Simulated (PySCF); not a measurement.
**Correlation energy of Rh (rhodium, neutral)**

[Kr] 4d7 5s1 6s1, high-spin 6F determinant (an excited configuration). Computed with PySCF 2.14 in x2c-TZVPPall with one added diffuse shell each of s, p, d, f type (9s7p7d3f1g, 95 functions), with the spin-free X2C one-electron Hamiltonian (Gaussian nucleus). Frozen: [Kr]; 9 electrons correlated.

MP2 pair energies summed by pair of shells (mhartree):

```tsv
pair	energy	share (%)
4d-4d	-153.97	81.1
4d-5s	-30.89	16.3
4d-6s	-3.09	1.6
5s-6s	-1.99	1.0
```

Total MP2 correlation energy: -189.94 mhartree.

Same-spin part -88.40 and opposite-spin part -101.55 mhartree; SCS-MP2 scales them by 1/3 and 6/5 to -151.32 mhartree.
